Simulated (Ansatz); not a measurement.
Species: C₆H₁₄S, net charge 0, singlet state. 
Coordinates optimised at B3LYP-D3(BJ)/def2-TZVP (Ansatz, a first-principles code):
```
C
H 1 1.0932
H 1 1.0936 2 106.41
C 1 1.5239 2 108.96 3 118.23
H 4 1.0921 1 110.26 2 62.18
H 4 1.0932 5 107.00 1 -120.66
C 1 1.5278 2 109.96 3 -118.05
H 7 1.0958 1 109.47 2 -179.39
H 7 1.0958 8 106.06 1 -117.87
C 7 1.5269 8 109.22 9 -117.61
H 10 1.0947 7 109.13 8 -179.82
H 10 1.0949 11 106.10 7 -117.47
C 10 1.5258 11 109.60 12 -118.24
H 13 1.0915 10 111.50 11 58.04
H 13 1.0927 14 107.74 10 122.10
H 13 1.0927 14 107.75 15 115.76
S 4 1.8195 5 104.53 6 -114.96
C 17 1.8127 4 100.56 5 169.12
H 18 1.0891 17 106.76 4 -175.11
H 18 1.0891 19 108.67 17 120.90
H 18 1.0907 19 108.78 20 119.51
```

Total electronic energies in hartree. Valence correlation only, unless marked. No spin-orbit coupling. Non-relativistic unless marked X2C. CBS(X,Y): correlation extrapolated as X^-3; Hartree-Fock from the larger set. [CCSD(T)-MP2]/basis is that difference in the basis named.

| level | program | energy (Eh) |
|---|---|---|
| HF/cc-pV(D+d)Z | Ansatz | -632.91251 |
| RI-HF/aug-cc-pV(T+d)Z | Ansatz | -632.99694 |
| RI-HF/cc-pV(T+d)Z | Ansatz | -632.99492 |
| revPBE-D4/def2-TZVPD | Ansatz + dftd4 | -635.26532 |
| PBE0-D4/def2-TZVP | Ansatz + dftd4 | -634.94084 |
| PBE0-D4/def2-TZVPD | Ansatz + dftd4 | -634.94221 |
| PBE0/def2-QZVPP | Ansatz | -634.95756 |
| BHLYP-D3(BJ)/def2-TZVPD | Ansatz + dftd3 | -635.22582 |
| r2SCANh-D4/def2-TZVPD | Ansatz + dftd4 | -635.17761 |
| r2SCAN0-D4/def2-TZVPD | Ansatz + dftd4 | -635.16691 |
| HSE06-D4/def2-TZVPD | Ansatz + dftd4 | -634.91839 |
| HSE06/def2-TZVPD | Ansatz | -634.90560 |
| wB97M-V/def2-TZVPD | Ansatz | -635.19404 |
| wB97X/def2-TZVPD | Ansatz | -635.30222 |
| B2PLYP-D3(BJ)/def2-TZVPD | Ansatz + dftd3 | -635.00459 |
| B2PLYP-D4/def2-TZVPD | Ansatz + dftd4 | -635.00252 |
| RPA@PBE/cc-pV(T+d)Z | Ansatz | (withheld) |
| MP2/STO-3G | Ansatz | -626.13651 |
| SCS-MP2/cc-pV(T+d)Z | Ansatz | -634.24120 |
| SCS-MP2/cc-pVTZ | Ansatz | -634.23887 |
| X2C-CCSD(T)/cc-pVTZ-DK | Ansatz | -635.53526 |
| RI-MP2/CBS(aug-cc-pV(T+d)Z,aug-cc-pV(Q+d)Z)+[CCSD(T)-MP2]/aug-cc-pV(T+d)Z | Ansatz | -634.5279 |
| RI-MP2/CBS(cc-pV(T+d)Z,cc-pV(Q+d)Z)+[CCSD(T)-MP2]/cc-pV(T+d)Z | Ansatz | -634.5263 |

### Question
Fill in the missing entries.

### Answer

- RPA@PBE/cc-pV(T+d)Z, energy (Eh): -635.02427
